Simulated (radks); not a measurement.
Results of a calculation; reference values are marked as such.
These are the eigenvalues of the occupied orbitals of an atom or ion with whole-number occupations (hartree). Code: a radial shooting solver on a logarithmic mesh with Libxc functionals. Model: non-relativistic Kohn-Sham, MS2 meta-GGA, spin-polarised, spherical densities, point nucleus; meta-GGA in the generalised Kohn-Sham scheme.

orbital  eigenvalue
1s up     -238.2812
1s down   -238.2795
2s up     -30.58618
2s down   -30.52672
2p up     -26.60079
2p down   -26.54123
3p up      -5.01498
3p down    -4.82779
3d up      -3.15332
4d up      -1.13208

Which element is it, and in what charge state? The configuration may be excited. Open shells, if any, are filled with parallel spins first.

Answer. Z = 25, manganese, charge +4: Mn4+ in [Ne] 3p6 3d3 4d2. The list shows which subshells hold electrons but not how many an open one holds; the 1s level, -238.28 hartree, gives Z - s = 21.8 by -(Z - s)^2/2, which with screening narrows Z to a few neighbours, and the depths of the outer levels then fix element, charge and occupations together.
